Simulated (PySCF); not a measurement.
Constitutional and geometric isomers with formula C3H5N. Gas-phase values, no solvent. One relaxed conformer stands for each flexible species; it need not be the lowest. Strings in code marks are SMILES.

Calculation: PBE-D3(BJ)/def2-TZVP // B3LYP-D3(BJ)/def2-TZVP (PySCF 2.14.0). All candidates: neutral, multiplicity 1. 

The HOMO is -4.73 eV, the dipole moment comes out as 2.11 D and the HOMO–LUMO gap comes out as 4.88 eV.

**Question.** Name which member has these values.
A. `C1=NCC1`
B. `NC1=CC1`
C. `C=C=NC`
D. `C1=CNC1`

**Answer.** B, `NC1=CC1`. The others give `C1=NCC1`: -5.92 eV, 2.32 D, 4.67 eV; `C1=CNC1`: -5.01 eV, 1.05 D, 4.68 eV; `C=C=NC`: -5.42 eV, 1.37 D, 4.52 eV
